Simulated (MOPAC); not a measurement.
MOPAC input (MNDO):

```
MNDO 1SCF CHARGE=-1 GEO-OK AUX(PRECISION=9) THREADS=1
C4H2ISe

I     1.87422500 1   -0.88355900 1    0.46690400 1
C    -0.16526200 1   -0.22056800 1    0.03739100 1
C    -1.25669700 1   -1.10990900 1    0.13500000 1
C    -2.38479700 1   -0.46125100 1   -0.17678400 1
Se   -2.10921500 1    1.47163500 1   -0.65107100 1
C    -0.30429500 1    1.08187900 1   -0.32280400 1
H    -3.41601100 1   -0.78159600 1   -0.22140700 1
H     0.46169000 1    1.83371900 1   -0.42491500 1
```

From the output:

```
                                                       MOPAC v23.2.5 Linux

          FINAL HEAT OF FORMATION =         79.20085 KCAL/MOL =     331.37637 KJ/MOL

          COSMO AREA              =        149.86 SQUARE ANGSTROMS
          COSMO VOLUME            =        146.87 CUBIC ANGSTROMS

          IONIZATION POTENTIAL    =          3.348791 EV
          HOMO LUMO ENERGIES (EV) =         -3.349  4.143
          NO. OF FILLED LEVELS    =         16
          MOLECULAR WEIGHT        =        255.9243         POINT GROUP:  Cs

          MOLECULAR DIMENSIONS (Angstroms)

            Atom       Atom       Distance
            H     7    I     1     5.33580
            H     8    C     3     3.07408
            C     2   Se     5     0.00000

          SCF CALCULATIONS        =          1

   ATOM   CHEMICAL          X               Y               Z
  NUMBER   SYMBOL      (ANGSTROMS)     (ANGSTROMS)     (ANGSTROMS)

     1       I          1.87422500  *  -0.88355900  *   0.46690400  *
     2       C         -0.16526200  *  -0.22056800  *   0.03739100  *
     3       C         -1.25669700  *  -1.10990900  *   0.13500000  *
     4       C         -2.38479700  *  -0.46125100  *  -0.17678400  *
     5      Se         -2.10921500  *   1.47163500  *  -0.65107100  *
     6       C         -0.30429500  *   1.08187900  *  -0.32280400  *
     7       H         -3.41601100  *  -0.78159600  *  -0.22140700  *
     8       H          0.46169000  *   1.83371900  *  -0.42491500  *

                             CARTESIAN COORDINATES

   1    I        1.874225000    -0.883559000     0.466904000
   2    C       -0.165262000    -0.220568000     0.037391000
   3    C       -1.256697000    -1.109909000     0.135000000
   4    C       -2.384797000    -0.461251000    -0.176784000
   5   Se       -2.109215000     1.471635000    -0.651071000
   6    C       -0.304295000     1.081879000    -0.322804000
   7    H       -3.416011000    -0.781596000    -0.221407000
   8    H        0.461690000     1.833719000    -0.424915000

           Empirical Formula: C4 H2 I Se  =     8 atoms

      MOLECULAR POINT GROUP   :   Cs

                  EIGENVALUES
 -36.96269 -25.92832 -21.68331 -18.81860 -13.44590 -13.26242 -10.24354  -9.01055
  -7.89156  -7.63181  -6.94339  -6.57641  -6.55790  -4.42675  -4.21510  -3.34879
   4.14344   4.72840   5.63031   5.81202   7.27360   8.64357   9.39995  10.23111
  11.09845  12.09140

              NET ATOMIC CHARGES AND DIPOLE CONTRIBUTIONS

  ATOM NO.   TYPE          CHARGE      No. of ELECS.   s-Pop       p-Pop
    1          I          -0.130757        7.1308     1.96184     5.16892
    2          C          -0.057774        4.0578     1.23834     2.81943
    3          C          -0.358970        4.3590     1.40615     2.95282
    4          C          -0.095659        4.0957     1.26932     2.82634
    5         Se          -0.314010        6.3140     1.96431     4.34970
    6          C          -0.126239        4.1262     1.24104     2.88519
    7          H           0.032267        0.9677     0.96773
    8          H           0.051142        0.9489     0.94886
 DIPOLE           X         Y         Z       TOTAL
 POINT-CHG.     5.437     0.132     0.645     5.476
 HYBRID        -0.805     1.358    -0.458     1.644
 SUM            4.632     1.490     0.187     4.869

          ATOMIC ORBITAL ELECTRON POPULATIONS

     Atom    s        px        py        pz
    1  I   1.96184   1.27085   1.93468   1.96339
    2  C   1.23834   0.85448   0.91525   1.04970
    3  C   1.40615   0.83878   1.27862   0.83542
    4  C   1.26932   0.92948   0.75571   1.14116
    5 Se   1.96431   1.04337   1.45144   1.85489
    6  C   1.24104   0.90042   0.93237   1.05241
    7  H   0.96773
    8  H   0.94886

 **********************
 *                    *
 * JOB ENDED NORMALLY *
 *                    *
 **********************

 == MOPAC DONE ==
```

The dipole moment of an ion depends on the origin.

The geometry given is a B3LYP-D3(BJ)/def2-TZVP minimum.
